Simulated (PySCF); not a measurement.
## Gas-phase XPS of `BrC(Br)(Br)Br`, computed

Compound: CBr4.
Cartesian coordinates in Å at the PBE0-D3(BJ)/def2-TZVP level; atoms count from 1:
```
atom  x, y, z in Å
Br1   -0.6336    1.8164   -0.0582
C2     0.0045   -0.0071   -0.0068
Br3    1.9370   -0.0142   -0.0351
Br4   -0.6646   -0.9676   -1.5448
Br5   -0.6190   -0.8636    1.6083
```

Level of theory: PySCF 2.14.0, delta-SCF UKS SCAN, pcX-3 on the ionised atom, pcseg-2 elsewhere, spin-free X2C. Binding energies are ΔSCF values: E(core-ionised, relaxed orbitals) − E(ground state) at a fixed geometry, referred to the vacuum level.

Task: Give the core binding energies atom by atom.

Result: 
| atom(s) | bonded to | level | binding energy (eV) | count |
| --- | --- | --- | --- | --- |
| C2 | 4 Br | C 1s | 294.95 | 1 |

Task: Express the binding energy of C 1s of C2 in atomic units and per mole.

Result: 294.95 eV = 10.8392 Eh = 28458 kJ/mol.

No level of bromine is listed. Geometry: PBE0-D3(BJ)/def2-TZVP; no solvent, vibrations or thermal averaging.

Time: 12 s; peak memory 0.58 GiB. Hardware: one thread, Arm Neoverse V1 (aarch64), shared host with 32 logical CPUs at a one-minute load of 24.
